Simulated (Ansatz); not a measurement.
GeO, closed-shell singlet (the spin of the measured ground state), most abundant isotopes (15.9949 and 73.9212 u). Constants from fifth-degree fits in 1/R to seven points on the lowest solution found; no spin–orbit coupling, no relativity up to Kr; ω_e x_e and α_e move by some per cent with the fit.

Correlated levels freeze the inner cores; with def2 sets outer-core shells near the valence are correlated too. CBS: X⁻³ extrapolation of the correlation energy, Hartree–Fock from the larger set.

Codes used: Ansatz (a program for electronic structure) with Gaussian orbitals. 

At CCSD(T)/CBS(def2-TZVPP, def2-QZVPP): B₀ = 0.48427 cm⁻¹, fundamental 993 cm⁻¹.

Task: Taking the state as ¹Σ, work out the ideal-gas entropy and heat capacity at 298.15 K and 1 bar (rigid rotor, harmonic oscillator at the fundamental, no nuclear spin).

Result: 
Translation: S = R(1.5 ln M + 2.5 ln T − 1.1517) with M = 89.916 u gives 164.96 J/(mol K). Rotation: q = kT/(σhcB₀) = 427.9 with σ = 1 and hc/k = 1.43878 cm K, S = R(ln q + 1) = 58.69. Vibration: u = hcν/kT = 4.791, S = R(u/(eᵘ − 1) − ln(1 − e⁻ᵘ)) = 0.40. Sum S° = 224.1 J/(mol K). C_p = 7R/2 + R u² eᵘ/(eᵘ − 1)² = 30.71 J/(mol K).
